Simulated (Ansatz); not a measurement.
Start from `BB[CH2][InH2]` and change one atom or group to get `BBC[SiH3]`.

Ansatz, PBE0-D4/def2-TZVP geometries, multiplicity 1. Each molecule was computed in one conformer, which needn't be the lowest.

Elements past krypton have def2 core potentials.

```csv
property,`BB[CH2][InH2]`
LUMO energy (B3LYP/def2-TZVPP) / eV,-2.18
HOMO energy (ωB97M-V/def2-TZVPP) / eV,-9.58
size of the dipole moment (PBE/def2-TZVPP) / D,1.01
size of the dipole moment (ωB97M-V/def2-TZVPP) / D,1.00
"ideal-gas entropy at 298 K and 1 bar (rigid rotor, harmonic PBE0-D4/def2-TZVP) / J/(mol·K)",350
LUMO energy (PBE0/def2-TZVPP) / eV,-1.97
```

(1) What does the change do to each property? (Estimate.)

Answers

(1) Ansatz gave: 
```
                                                                                  property  `BBC[SiH3]`  shift
                                                       LUMO energy (B3LYP/def2-TZVPP) / eV        -1.85   0.33
                                                     HOMO energy (ωB97M-V/def2-TZVPP) / eV       -10.37  -0.79
                                            size of the dipole moment (PBE/def2-TZVPP) / D         0.97  -0.04
                                        size of the dipole moment (ωB97M-V/def2-TZVPP) / D         0.90  -0.10
ideal-gas entropy at 298 K and 1 bar (rigid rotor, harmonic PBE0-D4/def2-TZVP) / J/(mol·K)          341     -9
                                                        LUMO energy (PBE0/def2-TZVPP) / eV        -1.63   0.34
```

With PBE0 the HOMO falls by 0.60 eV and the LUMO rises by 0.34 eV, so the gap widens by about 0.94 eV. PBE moves the HOMO by -0.29 eV and ωB97M-V by -0.79 eV. The zero-point energy changes by 34.8 kJ/mol with +3 modes. Dipoles are sizes alone; their direction can turn. Modes under 60 cm⁻¹, often nearly free rotors, make the harmonic entropy too high.

Positive LUMOs are unbound, so they and the gaps depend on the basis.

B3LYP here is the variant with VWN-RPA as its local correlation; programs differ in this.
